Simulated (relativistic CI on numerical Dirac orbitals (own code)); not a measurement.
## Hyperfine structure of Zr VIII, mass number 91

Method of calculation: Dirac-Coulomb-Breit CI, separate exchange-only KLI orbitals for each configuration, a model potential for QED, unscaled Slater integrals (own radial code, finite nucleus).

CI space (outside the closed core [Ar] 3d10): 4s²4p³, 4s4p⁴, 4p⁵, 4s²4p²4d, 4s4p³4d, 4s²4p²4f, 4s²4p²5s, 4s4p³4f, 4p⁴4d, 4s²4p²5p, 4s4p²4d², 4s²4p4d5p, 4s²4p4d², 4s²4d³, 4s4p4d³, 4s²4d²4f, 4s²4d²5s, 4s4p4d²4f, 4p³4d², 4p²4d³, 4p²4d²4f, 4p²4d²5s. Double excitations out of closed p, d and f shells are left out; levels of such configurations are missing from the list, as are those of other unlisted configurations, and high levels can miss mixing partners. These lack a partner that the ground configuration has and come out too high: 4s²4p²5p.

Nuclear spin I = 5/2, μ = -1.3022 μN, Q = -0.176 b (tables of Stone and Pyykkö). The electronic factors are computed for point nuclear moments, without core polarisation or the Bohr-Weisskopf and QED corrections.

```json
{"Level": "4s²4p³ ²D°3/2", "E (cm⁻¹)": "25374.8", "A (MHz)": "-1248", "B (MHz)": "-842"}
{"Level": "4s²4p³ ²D°5/2", "E (cm⁻¹)": "30935.1", "A (MHz)": "-2776", "B (MHz)": "10.7"}
{"Level": "4s²4p³ ²P°1/2", "E (cm⁻¹)": "49713.4", "A (MHz)": "-8029", "B (MHz)": ""}
{"Level": "4s²4p³ ²P°3/2", "E (cm⁻¹)": "58236.8", "A (MHz)": "-1527", "B (MHz)": "895"}
{"Level": "4s4p⁴ ⁴P5/2", "E (cm⁻¹)": "185879.7", "A (MHz)": "-6848", "B (MHz)": "-805"}
{"Level": "4s4p⁴ ⁴P3/2", "E (cm⁻¹)": "195705.6", "A (MHz)": "-6045", "B (MHz)": "668"}
{"Level": "4s4p⁴ ⁴P1/2", "E (cm⁻¹)": "199472.1", "A (MHz)": "-14790", "B (MHz)": ""}
{"Level": "4s4p⁴ ²D3/2", "E (cm⁻¹)": "232276.4", "A (MHz)": "2099", "B (MHz)": "1170"}
```

Levels with J = 0, under 50 % of one LS term, or S terms without an open s electron are left out. Small factors come from cancelling terms and can be off by tens of per cent or more.

At this charge configurations can still be misplaced by up to about 7 % of their energy.

Give the hyperfine levels of 4s²4p³ ²D°5/2 relative to its centre of gravity.

With K = F(F + 1) − I(I + 1) − J(J + 1), E = AK/2 + B[¾K(K + 1) − I(I + 1)J(J + 1)]/[2I(2I − 1)J(2J − 1)]: F = 0: 24300, F = 1: 21520, F = 2: 15960, F = 3: 7632, F = 4: -3474, F = 5: -17350 MHz.

LS names give the leading component of a level, which can be under half, so a name can repeat, a term be missing and a line seem to break the LS rules.
